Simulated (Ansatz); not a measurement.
Consider the hydrogen abstraction from the Si–H bond: `CO[SiH2]S` + `[SiH3]`• → `CO[SiH]S`• + SiH₄.

Isolated molecules relaxed with PBE0-D4/def2-TZVP in Ansatz; ΔE leaves out vibrations. CBS: MP2 limit from def2 TZ/QZ plus the TZ coupled-cluster correction, frozen cores. This one scheme is used for every species. Functionals use def2-TZVPP. B3LYP here is the variant with VWN-RPA as its local correlation; programs differ in this. HSE06 is defined as in plane-wave codes. Open shells (•) are unrestricted, without spin–orbit coupling. Each species was taken in one conformer, which may not be the lowest.

`CO[SiH2]S`:

Cartesian coordinates in Å:
```
C -1.515 -0.162 -0.702
O -0.113 -0.011 -0.732
Si 0.760 0.392 0.595
S 2.830 0.213 0.175
H -1.830 -0.597 -1.652
H -1.833 -0.829 0.108
H -2.017 0.803 -0.577
H 0.354 -0.495 1.718
H 0.565 1.814 0.976
H 2.800 -1.128 0.090
```

`[SiH3]`•:

```xyz
4

Si    0.093   -0.049    0.321
H     1.173    0.721   -0.350
H    -1.183    0.713    0.334
H    -0.084   -1.385   -0.305
```

`CO[SiH]S`•:

Cartesian coordinates in Å:
```
C -0.616 0.881 -1.163
O 0.321 0.120 -0.431
Si -0.072 -0.778 0.890
S 1.683 -1.350 1.947
H -0.063 1.576 -1.796
H -1.232 0.241 -1.802
H -1.273 1.457 -0.502
H -0.857 0.058 1.854
H 2.110 -2.205 1.002
```

SiH₄:

Z-matrix (Å, degrees):
```
Si
H 1 1.485
H 1 1.485 2 109.5
H 1 1.485 2 109.5 3 -120.0
H 1 1.485 2 109.5 3 120.0
```

```json
{"level": "PBE-D4", "ΔE (kJ/mol)": "-10.5", "difference from CCSD(T)/CBS": "-10.2"}
{"level": "revPBE-D4", "ΔE (kJ/mol)": "-10.2", "difference from CCSD(T)/CBS": "-9.9"}
{"level": "BLYP-D4", "ΔE (kJ/mol)": "-13.4", "difference from CCSD(T)/CBS": "-13.1"}
{"level": "B97M-V", "ΔE (kJ/mol)": "-4.1", "difference from CCSD(T)/CBS": "-3.8"}
{"level": "PBE0-D4", "ΔE (kJ/mol)": "-4.5", "difference from CCSD(T)/CBS": "-4.2"}
{"level": "B3LYP-D4", "ΔE (kJ/mol)": "-8.0", "difference from CCSD(T)/CBS": "-7.7"}
{"level": "r2SCANh-D4", "ΔE (kJ/mol)": "-3.5", "difference from CCSD(T)/CBS": "-3.2"}
{"level": "r2SCAN0-D4", "ΔE (kJ/mol)": "-1.8", "difference from CCSD(T)/CBS": "-1.5"}
{"level": "HSE06-D4", "ΔE (kJ/mol)": "-4.7", "difference from CCSD(T)/CBS": "-4.4"}
{"level": "BHLYP-D4", "ΔE (kJ/mol)": "-2.4", "difference from CCSD(T)/CBS": "-2.1"}
{"level": "CAM-B3LYP-D4", "ΔE (kJ/mol)": "-4.5", "difference from CCSD(T)/CBS": "-4.2"}
{"level": "ωB97X-V", "ΔE (kJ/mol)": "-3.3", "difference from CCSD(T)/CBS": "-3.0"}
{"level": "B2PLYP", "ΔE (kJ/mol)": "-4.2", "difference from CCSD(T)/CBS": "-3.9"}
{"level": "PBE-QIDH", "ΔE (kJ/mol)": "0.2", "difference from CCSD(T)/CBS": "0.5"}
{"level": "PBE", "ΔE (kJ/mol)": "-10.5", "difference from CCSD(T)/CBS": "-10.2"}
{"level": "revPBE", "ΔE (kJ/mol)": "-10.1", "difference from CCSD(T)/CBS": "-9.8"}
{"level": "BLYP", "ΔE (kJ/mol)": "-13.1", "difference from CCSD(T)/CBS": "-12.8"}
{"level": "r2SCAN", "ΔE (kJ/mol)": "-4.9", "difference from CCSD(T)/CBS": "-4.6"}
{"level": "PBE0", "ΔE (kJ/mol)": "-4.5", "difference from CCSD(T)/CBS": "-4.2"}
{"level": "B3LYP", "ΔE (kJ/mol)": "-7.8", "difference from CCSD(T)/CBS": "-7.5"}
{"level": "r2SCANh", "ΔE (kJ/mol)": "-3.6", "difference from CCSD(T)/CBS": "-3.3"}
{"level": "r2SCAN0", "ΔE (kJ/mol)": "-1.9", "difference from CCSD(T)/CBS": "-1.6"}
{"level": "HSE06", "ΔE (kJ/mol)": "-4.7", "difference from CCSD(T)/CBS": "-4.4"}
{"level": "CAM-B3LYP", "ΔE (kJ/mol)": "-4.5", "difference from CCSD(T)/CBS": "-4.2"}
{"level": "LC-ωPBE", "ΔE (kJ/mol)": "-0.4", "difference from CCSD(T)/CBS": "-0.1"}
{"level": "RPA@PBE/def2-TZVPP", "ΔE (kJ/mol)": "-0.9", "difference from CCSD(T)/CBS": "-0.6"}
{"level": "HF/def2-SVP", "ΔE (kJ/mol)": "7.5", "difference from CCSD(T)/CBS": "7.8"}
{"level": "MP2/def2-SVP", "ΔE (kJ/mol)": "3.9", "difference from CCSD(T)/CBS": "4.2"}
{"level": "CCSD/def2-SVP", "ΔE (kJ/mol)": "3.5", "difference from CCSD(T)/CBS": "3.8"}
{"level": "CCSD(T)/def2-SVP", "ΔE (kJ/mol)": "2.1", "difference from CCSD(T)/CBS": "2.4"}
{"level": "HF/def2-TZVPP", "ΔE (kJ/mol)": "5.4", "difference from CCSD(T)/CBS": "5.7"}
{"level": "MP2/def2-TZVPP", "ΔE (kJ/mol)": "2.3", "difference from CCSD(T)/CBS": "2.6"}
{"level": "SCS-MP2/def2-TZVPP", "ΔE (kJ/mol)": "1.8", "difference from CCSD(T)/CBS": "2.1"}
{"level": "CCSD/def2-TZVPP", "ΔE (kJ/mol)": "2.5", "difference from CCSD(T)/CBS": "2.8"}
{"level": "CCSD(T)/def2-TZVPP", "ΔE (kJ/mol)": "0.9", "difference from CCSD(T)/CBS": "1.2"}
{"level": "HF/def2-QZVPP", "ΔE (kJ/mol)": "4.8", "difference from CCSD(T)/CBS": "5.1"}
{"level": "MP2/def2-QZVPP", "ΔE (kJ/mol)": "1.5", "difference from CCSD(T)/CBS": "1.8"}
{"level": "SCS-MP2/def2-QZVPP", "ΔE (kJ/mol)": "1.1", "difference from CCSD(T)/CBS": "1.4"}
{"level": "MP2/CBS(def2)", "ΔE (kJ/mol)": "1.1", "difference from CCSD(T)/CBS": "1.4"}
{"level": "CCSD/CBS(def2)", "ΔE (kJ/mol)": "1.3", "difference from CCSD(T)/CBS": "1.6"}
{"level": "CCSD(T)/CBS", "ΔE (kJ/mol)": "-0.3", "difference from CCSD(T)/CBS": "0"}
```

Largest T1 diagnostic among the species: 0.015.

In def2-TZVPP, CCSD(T) changes the Hartree–Fock value by −4.4 kJ/mol (the triples alone add −1.6 kJ/mol) and MP2 by −3.0 kJ/mol. From r2SCAN to r2SCAN0 (25 % exact exchange), in def2-TZVPP and without D4, ΔE moves by +3.0 kJ/mol. Leaving LDA and LC-ωPBE aside and taking each functional with its dispersion term where it has one, the values spread over 13.5 kJ/mol, from BLYP-D4 to PBE-QIDH.
